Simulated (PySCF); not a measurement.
## CdPb⁺ from Hartree–Fock to correlated methods

State: ²Π (doublet), unpaired electrons π ↑. Set-up: Cd def2-SVP with ECP28, Pb def2-SVP with ECP60; scalar-relativistic core potentials (PySCF 2.14). De refers to Cd + Pb⁺ in their high-spin ground configurations, without counterpoise correction. The functionals are run spin-unrestricted. A positive dipole points towards Pb; it is taken about the centre of mass and depends on that origin.

```
       Level  Re (Å)  ωe (cm⁻¹)  De (eV)  μ (D)
        ROHF   3.170       84.7      n/a  -2.00
    ROHF-MP2   3.006        103      n/a    n/a
ROHF-SCS-MP2   3.046       97.8      n/a    n/a
         PBE   3.027       97.4      n/a  -1.28
        BP86   3.024       97.3      n/a  -1.22
      r²SCAN   2.985        103      n/a  -1.59
       B3LYP   3.067       92.8      n/a  -1.22
        PBE0   3.015        100      n/a  -1.62
         M06   3.050       97.0      n/a  -0.67
```

What does the step from GGA to meta-GGA do here, going from PBE to r²SCAN?

r²SCAN less PBE: -4.2 pm in Re, +5.7 % in ωe. 

What does second-order correlation do here, going from ROHF to ROHF-MP2?

ROHF-MP2 less ROHF: -16.4 pm in Re, +21.6 % in ωe. Correlation nearly always deepens the well. The bond shortens, as in weak, metallic or heavy-atom bonds, where dispersion and the correlation of outer-core electrons pull the atoms together.

Correlated steps freeze 4 core orbitals. These are scalar-relativistic numbers at best; spin–orbit coupling would shift them, the dissociation energy most. The state was picked by a PBE0 search and need not be the measured ground state.

The whole job (state search and all levels along the bond) took about 1.9 min on 1 thread of Intel Xeon Platinum 8488C (shared host), peak memory 0.75 GiB.
